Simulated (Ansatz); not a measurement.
`BB(N)O` + `CBCCO` → `BCCBC` + `NB(O)O`  (redistribution)

Program: Ansatz. Geometries: PBE0-D4/def2-TZVP. ΔE: electronic, gas phase. CCSD(T)/CBS is the MP2 limit (def2-TZVPP, def2-QZVPP) plus CCSD(T) − MP2 in def2-TZVPP, frozen cores. This one scheme is used for every species. DFT in def2-TZVPP. B3LYP here is the variant with VWN-RPA as its local correlation; programs differ in this. Each species was taken in one conformer, which may not be the lowest.

| level | ΔE (kJ/mol) | difference from CCSD(T)/CBS |
| --- | --- | --- |
| PBE-D4 | -210.8 | 12.4 |
| r2SCAN-D4 | -225.4 | -2.2 |
| PBE0-D4 | -218.6 | 4.6 |
| B3LYP-D4 | -218.3 | 4.9 |
| CAM-B3LYP-D4 | -221.1 | 2.1 |
| B2PLYP | -222.3 | 0.9 |
| PBE-QIDH | -227.6 | -4.4 |
| r2SCAN | -225.1 | -1.9 |
| BHLYP | -224.3 | -1.1 |
| CAM-B3LYP | -220.0 | 3.2 |
| LC-ωPBE | -218.8 | 4.4 |
| RPA@PBE/def2-TZVPP | -208.2 | 15.0 |
| MP2/def2-SVP | -238.3 | -15.1 |
| CCSD/def2-TZVPP | -222.1 | 1.1 |
| HF/def2-QZVPP | -225.3 | -2.1 |
| SCS-MP2/def2-QZVPP | -226.4 | -3.2 |
| CCSD(T)/CBS | -223.2 | 0 |

Largest T1 diagnostic among the species: 0.013.

From r2SCAN to r2SCAN0 (25 % exact exchange), in def2-TZVPP and without D4, ΔE moves by −4.5 kJ/mol. Leaving LDA and LC-ωPBE aside and taking each functional with its dispersion term where it has one, the values, not all of them listed here, spread over 20.5 kJ/mol, from r2SCAN0-D4 to revPBE-D4. LDA lies −13.2 kJ/mol from PBE without D4.
